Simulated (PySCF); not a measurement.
## Ag(18+): ionisation energy

Ag(18+) [Ar] 3d10 4s1 [4s1/2^1, M_J = 1/2] → Ag(19+) [Ar] 3d10, as a difference of total energies. Calculation: PySCF 2.14, in an uncontracted even-tempered set (18 s from 1 bohr⁻², ratio 2.8; 13 p from 1.4 bohr⁻², ratio 2.8; 8 d from 2.4 bohr⁻², ratio 2.8; 4 f from 6.2 bohr⁻², ratio 3); the two-component X2C-1e Hamiltonian. Correlated levels: [Ne] frozen; the 76 highest virtual spinors dropped. "Screened" scales the spin-orbit matrix elements by Boettger's factors to mimic the two-electron term; Breit and QED terms are absent.

```csv
method,ionisation energy (eV)
GHF (spin-free),497.76
GMP2 (spin-free),498.90
GHF (screened spin-orbit),497.75
GMP2 (screened spin-orbit),498.88
```

Question: How much does correlation contribute at GMP2 (screened spin-orbit)?

Answer: 498.88 − (497.75) = 1.13 eV, measured against GHF (screened spin-orbit).

Breit and QED terms and the two-electron picture change are absent.

For comparison: 500.87 ± 0.16 eV (semi-empirical (NIST evaluation); NIST Atomic Spectra Database, ionization energies).
